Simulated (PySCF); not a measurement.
Deuteron quadrupole couplings in `C=CP([SiH3])C1CCCC1`

C₇H₁₅PSi.
Numbering: `[CH2:1]=[CH:2][P:3]([SiH3:4])[CH:5]1[CH2:6][CH2:7][CH2:8][CH2:9]1` (hydrogens: H10, H11 on C1; H12 on C2; H13, H14, H15 on Si4; H16 on C5; H17, H18 on C6; H19, H20 on C7; H21, H22 on C8; H23, H24 on C9)

Cartesian coordinates in Å at the GFN2-xTB level; atoms count from 1:
```
atom  x, y, z in Å
C1    -2.7572   -1.5787    0.4216
C2    -1.5971   -1.2785   -0.1454
P3    -1.3281    0.0872   -1.2998
Si4   -2.3505    1.7795   -0.2466
C5     0.4504    0.5015   -0.9026
C6     0.8142    0.5796    0.5956
C7     2.1071   -0.2331    0.7590
C8     2.6827   -0.3418   -0.6521
C9     1.4375   -0.5007   -1.5157
H10   -3.6300   -0.9590    0.2942
H11   -2.8777   -2.4549    1.0388
H12   -0.7452   -1.9375   -0.0172
H13   -3.7339    1.7977   -0.7230
H14   -1.6699    3.0133   -0.6432
H15   -2.3503    1.6805    1.2159
H16    0.6196    1.4793   -1.3699
H17    0.0209    0.1740    1.2256
H18    0.9661    1.6192    0.8878
H19    1.8760   -1.2314    1.1347
H20    2.8007    0.2368    1.4552
H21    3.3775   -1.1742   -0.7565
H22    3.2030    0.5803   -0.9172
H23    1.6179   -0.2995   -2.5708
H24    1.0545   -1.5200   -1.4274
```

Level: PBE0/pcSseg-1 (PySCF, non-relativistic); Q(2H) = 0.00286 b; rigid geometry, the same for H and D, with no vibrational averaging.

Question: Rank these positions by the coupling χzz of a deuteron there, largest first.
A. H12 (vinylic hydrogen)
B. H16 (methine hydrogen)
C. H24 (methylene hydrogen)
D. H23 (methylene hydrogen)
E. H10 (vinylic hydrogen)
F. H14 (Si–H hydrogen)

Answer: E (224 kHz), A (217 kHz), D (209 kHz), C (204 kHz), B (198 kHz), F (110 kHz).

Q: Tabulate Vzz, the asymmetry η and χzz = 234.96 MHz × Q × Vzz for every hydrogen position.

A: 
| atom | bonded to | bond length (Å) | Vzz (au) | η | χzz (kHz) |
| --- | --- | --- | --- | --- | --- |
| H10 | C1 | 1.078 | 0.3338 | 0.07 | 224 |
| H11 | C1 | 1.079 | 0.3350 | 0.05 | 225 |
| H12 | C2 | 1.085 | 0.3232 | 0.06 | 217 |
| H13 | Si4 | 1.463 | 0.1638 | 0.01 | 110 |
| H14 | Si4 | 1.464 | 0.1643 | 0.01 | 110 |
| H15 | Si4 | 1.466 | 0.1628 | 0.00 | 109 |
| H16 | C5 | 1.097 | 0.2949 | 0.01 | 198 |
| H17 | C6 | 1.091 | 0.3014 | 0.02 | 202 |
| H18 | C6 | 1.091 | 0.3085 | 0.02 | 207 |
| H19 | C7 | 1.091 | 0.3058 | 0.01 | 206 |
| H20 | C7 | 1.089 | 0.3117 | 0.01 | 209 |
| H21 | C8 | 1.089 | 0.3122 | 0.00 | 210 |
| H22 | C8 | 1.091 | 0.3058 | 0.00 | 205 |
| H23 | C9 | 1.089 | 0.3112 | 0.01 | 209 |
| H24 | C9 | 1.092 | 0.3034 | 0.02 | 204 |

Q: Average by the element that carries the hydrogen.

A: on C: 210 kHz over 12 positions, mean bond length 1.089 Å; on Si: 110 kHz over 3 positions, mean bond length 1.464 Å.

Q: How does χzz go with the bond length over the 12 C–H bonds?

A: A straight-line fit has a slope of -14.8 kHz for each 0.01 Å, with a correlation coefficient of -0.99, over lengths from 1.078 to 1.097 Å. The longer bonds have the smaller couplings here.

Q: A static deuteron (I = 1) shows a doublet split by (3/2)χ, (3/4)χ(1 + η) and (3/4)χ(1 − η) with the field along z, y and x of the gradient. What are these for H11?

A: With |χ| = 225.1 kHz and η = 0.054: 338, 178 and 160 kHz, to first order and without motion.

Isolated species at its GFN2-xTB geometry (one conformer only). GFN2-xTB bond lengths can be off by several hundredths of an ångström, more for odd bonds, and the gradients follow them. A larger basis could move these couplings by a tenth or more.
